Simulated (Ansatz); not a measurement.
A structure relaxed at PBE0-D4/def2-TZVP in Ansatz, charge 1, doublet:

```xyz
4

Mo   -0.732   -0.563   -0.188
Mo    0.992    1.450   -0.190
O     0.087   -1.950   -0.544
O    -0.348    1.063    0.921
```

Give its formula.

Mo₂O₂⁺.

Summarise the bond lengths by kind (pairs closer than 1.2 times the sum of covalent radii, bridged metal pairs left out).

3 × Mo–O 1.65 to 2.01 Å.

In the def2 sets Mo takes a core potential; there is no spin–orbit coupling. The charge 1 doublet is spin-contaminated (final ⟨S²⟩ up to 2.89, 0.75 for a pure state). The relaxation made no stability test and no search for a lower SCF solution. No other spin state of charge 1 was run. Another isomer (doublet) lies 1.02 eV lower at PBE0-D4/def2-TZVP; other spin states weren't run for this one.
